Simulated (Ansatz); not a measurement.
A made-up structure of B₂H₄Se, singlet:

```xyz
7
angstrom
B -0.7120 0.2723 -0.4500
B 0.0404 0.2488 0.8058
Se 1.4095 -0.6658 0.5167
H -1.5347 -0.6350 -0.6346
H -0.4510 1.1815 -1.2497
H -0.1737 0.7694 1.9661
H 1.4215 -1.1712 -0.9544
```

It is relaxed with PBE-D4/def2-SVP and then PBE0-D4/def2-TZVP (Ansatz 0.2.0). Atoms count as bonded within 1.22 times the sum of their covalent radii (H–H: 0.88 Å). The end point is not checked to be a true minimum.

Does its bonding change? (A judgement: the text doesn't fix the answer.)

By the calculation: No: no bond forms or breaks.

Where it ends: The first stage lowers the energy by 1.63 eV in 10 steps. It ends as B₂H₄Se ([BH2][BH][SeH]):
B1  (-0.885, 0.348, -0.531)
B2  (0.099, 0.204, 0.776)
Se3  (1.729, -0.797, 0.693)
H4  (-1.756, -0.445, -0.756)
H5  (-0.752, 1.237, -1.325)
H6  (-0.089, 0.682, 1.856)
H7  (1.654, -1.228, -0.713)
(Å)

Labels in which every atom is bracketed show which atoms are joined, not bond orders.

For scale, one of the runs: PBE0-D4/def2-TZVP relaxation, 134 basis functions, launched by `ansatz run in.yaml --threads 2 --pin off --events-out ev --progress --plain --max-ram 4352MiB`. Hardware: 2 CPU threads of an Intel Xeon Platinum 8259CL, shared host. Wall time about 18 s.
